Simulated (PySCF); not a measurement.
B(CF3)(H)(OH) (CH2BF3O), SMILES OBC(F)(F)F. Heavy atoms are numbered as in [BH:1]([C:2]([F:3])([F:4])[F:5])[OH:7]. Hydrogens are named by the atom that carries them.

Geometry: B3LYP-D3(BJ)/def2-SVP. The values are those of a single conformer.

Calculation: KT2/pcSseg-1 run with PySCF.

GIAO shieldings, no solvent; atoms alike by connectivity are averaged. δ = σ(ref) − σ: ¹¹B against BF3 (σ = 89.8 ppm); ¹³C against TMS (σ = 185.1 ppm); ¹⁹F against CFCl3 (σ = 127.1 ppm); ¹H against TMS (σ = 31.47 ppm); ¹⁷O against H2O (σ = 330.4 ppm), references at their B3LYP-D3(BJ)/def2-TZVP geometries, non-relativistic.

Estimate the chemical shifts. (Estimate from the structure and the level; the computed values follow.)


```json
[
 {"nucleus": "¹¹B", "atoms": "B1 (BH)", "count": "1", "δ (ppm)": "23.8"},
 {"nucleus": "¹³C", "atoms": "C2", "count": "1", "δ (ppm)": "132.2"},
 {"nucleus": "¹⁹F", "atoms": "F3", "count": "3", "δ (ppm)": "-119.9"},
 {"nucleus": "¹H", "atoms": "H on O7", "count": "1", "δ (ppm)": "7.13"},
 {"nucleus": "¹H", "atoms": "H on B1", "count": "1", "δ (ppm)": "5.18"},
 {"nucleus": "¹⁷O", "atoms": "O7 (OH)", "count": "1", "δ (ppm)": "197.4"}
]
```
